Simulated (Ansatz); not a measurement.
Coupled-cluster run, CH5NO2SSi, SMILES `N[Si]1(O)OCS1`.

```yaml
crystal:
  periodic: [false, false, false]
  atoms:
    - {symbol: N, position_ang: [-0.748544, -1.583620, 0.679918]}
    - {symbol: Si, position_ang: [0.149131, -0.176966, 0.404942]}
    - {symbol: O, position_ang: [1.376661, -0.169759, 1.478072]}
    - {symbol: O, position_ang: [0.788761, 0.160143, -1.086506]}
    - {symbol: C, position_ang: [0.076037, 1.351147, -1.371999]}
    - {symbol: S, position_ang: [-1.048454, 1.541317, 0.084620]}
    - {symbol: H, position_ang: [-0.317181, -2.446555, 0.967614]}
    - {symbol: H, position_ang: [-1.632242, -1.728675, 0.221183]}
    - {symbol: H, position_ang: [1.176675, -0.454618, 2.370903]}
    - {symbol: H, position_ang: [0.753052, 2.203966, -1.440698]}
    - {symbol: H, position_ang: [-0.508295, 1.246620, -2.287449]}
basis:
  gaussian: {orbitals: def2-TZVPP}
correlation: {method: ccsd_t}
output: {orbitals: {seedname: orbitals}}
```

```sh
$ ansatz run in.yaml --threads 4 --pin off --events-out ev --progress --plain --max-ram 10444MiB
```

Log, shortened:

```
Functional definition: HF
1666 factors; integrals over basis functions are off by at most 1.1e-3 eV
mean field evaluation 1: about -25347.0775 eV, gradient 5.3e1 eV
mean field evaluation 2: about -25347.4913 eV, gradient 5.4e1 eV
mean field evaluation 4: about -25352.8235 eV, gradient 4.3e0 eV
mean field evaluation 8: about -25352.9021 eV, gradient 3.6e-1 eV
mean field -25352.90276965 eV, -931.7019919699 hartree, gradient 9.7e-6 eV, S^2 0.000000; 0 other end points of the search recorded, 0 dependent functions left out
14 core orbitals not correlated: weight in the atoms' cores, before any rotation towards them, 1.000 or more for the frozen orbitals, at most 0.000 for the correlated occupied ones
reference -25352.90276965 eV, -931.7019919699 hartree; 18, 18 occupied and 246, 246 virtual orbitals, 1666 factors
second order -30.92996381 eV of doubles, -0.00000000 eV of singles
cycle   1  -30.97335939 eV  change   -4.3e-2 eV  update   1.2e-1
cycle   2  -31.66906957 eV  change   -7.0e-1 eV  update   3.3e-2
cycle   3  -31.82298267 eV  change   -1.5e-1 eV  update   1.6e-2
cycle   4  -31.80745080 eV  change    1.6e-2 eV  update   3.8e-3
cycle   5  -31.80588493 eV  change    1.6e-3 eV  update   1.7e-3
cycle   6  -31.80685024 eV  change   -9.7e-4 eV  update   5.3e-4
cycle   7  -31.80646878 eV  change    3.8e-4 eV  update   2.0e-4
cycle   8  -31.80637924 eV  change    9.0e-5 eV  update   5.6e-5
cycle   9  -31.80639525 eV  change   -1.6e-5 eV  update   2.2e-5
perturbative correction -1.33480147 eV, -0.0490530492 hartree
Total energy: -25386.04396637 eV, -932.9199084853 hartree
```

Run time 69 s (4 threads of an Intel Xeon 6975P-C on a shared host); peak host memory 8.6 GiB.

The correlation energy is -33.141 eV, 4.0 % of it from (T); the T1 diagnostic reads 0.0119.
